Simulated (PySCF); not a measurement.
CHO2, multiplicity 2. Atoms are numbered in the order given.

```xyz
4

O      0.1713     1.1530     0.0000
C     -0.4159     0.1309     0.0000
O      0.0166    -1.1119     0.0000
H      0.9921    -1.1140     0.0000
```
Charge 0, spin multiplicity 2.

The structure is a stationary point at PBE0-D3(BJ)/def2-TZVP. The isomer is the one that the SMILES or the coordinates give; other isomers of the formula were not compared. Other conformers were not sampled.

The numbers are results of ωB97X/def2-TZVPD in PySCF, not measurements.

Mulliken values depend strongly on the basis, most of all with diffuse functions as here. ESP charges are fitted to the potential on shells at 1.4 to 2.0 van der Waals radii. Atomic charges (e):

```csv
atom,Mulliken,meta-Löwdin,ESP fit,Mulliken spin
O1,-0.37,-0.35,[?],0.20
C2,0.41,0.42,[?],0.74
O3,-0.35,-0.42,[?],0.00
H4,0.31,0.35,[?],0.06
```

### Question
Some entries are withheld; supply them. (Estimate from the structure and the level; the computed values follow.)

### Answer

- O1, ESP fit: -0.31
- C2, ESP fit: 0.31
- O3, ESP fit: -0.43
- H4, ESP fit: 0.44
